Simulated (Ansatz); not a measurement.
**Which method gave which barrier?**

Saddle point of SiNH₃F₄, closed shell (SiF₄ ([F][Si]([F])([F])[F]) + NH₃ → SiNH₂F₃ ([NH2][Si]([F])([F])[F]) + HF; bonds formed: F2–H6; dative contacts that become bonds: Si1–N7; bonds broken: Si1–F2, H6–N7), PBE0-D4/def2-TZVP structure:

Si1  (-0.703, 0.348, -0.057)
F2  (-0.353, -1.572, -0.746)
F3  (-1.066, 0.657, -1.555)
F4  (-1.759, -0.343, 0.880)
F5  (-0.714, 1.828, 0.548)
H6  (0.621, -1.180, -0.307)
N7  (1.015, -0.093, 0.250)
H8  (1.270, -0.125, 1.230)
H9  (1.689, 0.480, -0.244)
(Å)

Computed with Ansatz 0.2.0 (basis: def2-TZVPP, with def2-QZVPP for the basis limit); correlated methods freeze the cores. Extrapolation: Hartree–Fock as exp(−7.88 √X), correlation as X^−2.97. Four methods, as single points on the PBE0-D4 structures, gave these electronic barriers from the start structure: 116.3, 146.1, 153.5, 196.2 kJ/mol.

Question: The methods were, in alphabetical order, HF, MP2, r2SCAN-D4, SPW92. Which gave which? (A judgement: the text doesn't fix the answer.)

Answer: By the calculation: SPW92 116.3; r2SCAN-D4 146.1; MP2 153.5; HF 196.2 kJ/mol. For comparison, CCSD(T) at an estimated basis limit (MP2 extrapolated from triple and quadruple zeta, plus CCSD(T) − MP2 in triple zeta) gives 160.3 kJ/mol.

No T1 diagnostic of these runs exceeds 0.012.

The step is the kind of exchange with an N–H group that builds nitride films in atomic layer and chemical vapour deposition.

Labels in which every atom is bracketed show which atoms are joined, not bond orders.

For scale, one of the runs: CCSD(T)/def2-TZVPP, 239 basis functions, launched by `ansatz run in.yaml --threads 8 --pin off --events-out ev --progress --plain --max-ram 19148MiB`. The run took 2.2 min on 8 CPU threads of an Arm Neoverse V2 (shared host), with 5.1 GiB of host memory at its peak.
